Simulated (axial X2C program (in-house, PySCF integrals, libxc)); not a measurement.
**Spin–orbit effects down a group: molecules with F (ions), HF**

Computed with an in-house all-electron X2C program for linear molecules (integrals from PySCF), spin-free (one-electron X2C) or two-component (2c: spin–orbit coupling with atomic mean-field Coulomb and Gaunt terms, which also bring small scalar terms), in Dyall basis sets with cores contracted in-house; open shells are unrestricted.

Basis sets: Al dyall-v3z, B dyall-v3z, F dyall-av3z, Ga dyall-cv3z.

| molecule | spin-free state | Re (Å) | ωe (cm⁻¹) | De (eV) | 2c state | Re 2c (Å) | ωe 2c (cm⁻¹) | De 2c (eV) |
| --- | --- | --- | --- | --- | --- | --- | --- | --- |
| BF⁺ | M_S = 1/2, Λ = 0 | 1.197 | 1790.9 | 4.17 | Ω = 1/2 | 1.197 | 1791.2 | 4.16 |
| AlF⁺ | M_S = 1/2, Λ = 0 | 1.584 | 1005.8 | 2.14 | Ω = 1/2 | 1.585 | 1005.9 | 2.13 |
| GaF⁺ | M_S = 1/2, Λ = 0 | 1.669 | 816.0 | 0.39 | Ω = 1/2 | 1.669 | 815.5 | 0.38 |

Question: Work out the shifts from the spin-free to the two-component result.

Answer: 

```csv
molecule,2c state,ΔRe (Å),Δωe (cm⁻¹),ΔDe (eV)
BF⁺,Ω = 1/2,0.000,0.3,-0.01
AlF⁺,Ω = 1/2,0.001,0.1,-0.01
GaF⁺,Ω = 1/2,0.000,-0.5,-0.01
```

Shifts of one unit in the last digit are rounding.

Fragments in 2c: F + B+, Al+ + F, Ga+ + F. Each entry is the lowest single determinant of a limited PBE0 search at one distance. De goes to single-determinant-based atoms at the same level (for ions the charge split of lowest energy) and is withheld (n/a) where an atom does not fit its ground term or J level. Main or longest-lived isotopes.
